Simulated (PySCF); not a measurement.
Computed shifts of a molecule C2H5F3Si, KT2/pcSseg-1 run with PySCF, GIAO, gas phase, equivalent atoms averaged, in ppm (number of nuclei): ¹³C: 9.9 (1), 7.8 (1). ²⁹Si: -40.3 (1). ¹⁹F: -175.5 (3). ¹H: 1.42 (3), 1.13 (2). References: ¹³C against TMS (σ = 185.1 ppm); ²⁹Si against TMS (σ = 361.9 ppm); ¹⁹F against CFCl3 (σ = 127.1 ppm); ¹H against TMS (σ = 31.47 ppm), references at their B3LYP-D3(BJ)/def2-TZVP geometries, non-relativistic. Geometry: B3LYP-D3(BJ)/def2-SVP. The values are those of a single conformer.

Task: Which structure fits?
A. CC[Si](F)(F)F
B. C[Si@@H](F)C(F)F
C. C[SiH2]C(F)(F)F
D. CC(F)(F)[SiH2]F

Result: A, CC[Si](F)(F)F
